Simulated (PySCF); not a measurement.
SiHClBr₂, SMILES Br[SiH](Cl)Br. Coordinates come from a B3LYP-D3(BJ)/def2-SVP optimisation.

These are B3LYP-D3(BJ)/def2-SVP run with PySCF 2.14.0 values and carry that method's errors.

Harmonic wavenumbers (cm⁻¹): 114, 137, 196, 383, 477, 572, 777, 797, 2294. Rotational constants (GHz): 1.787, 0.9281, 0.6362; symmetry number 1.

Q: Work out the zero-point energy and the ideal-gas rigid-rotor harmonic-oscillator thermochemistry at 298.15 K and 1 atm.

A: ZPE = ½ Σ hcν = ½ × 5747 cm⁻¹ = 34.37 kJ/mol. H − E(el) = 51.77 kJ/mol. Entropy in J/(mol K): translation 176.26, rotation 125.94, vibration 45.59, total 347.79. G − E(el) = -51.92 kJ/mol. Cp = 79.06 J/(mol K). Modes under 150 cm⁻¹ make the vibrational entropy uncertain.
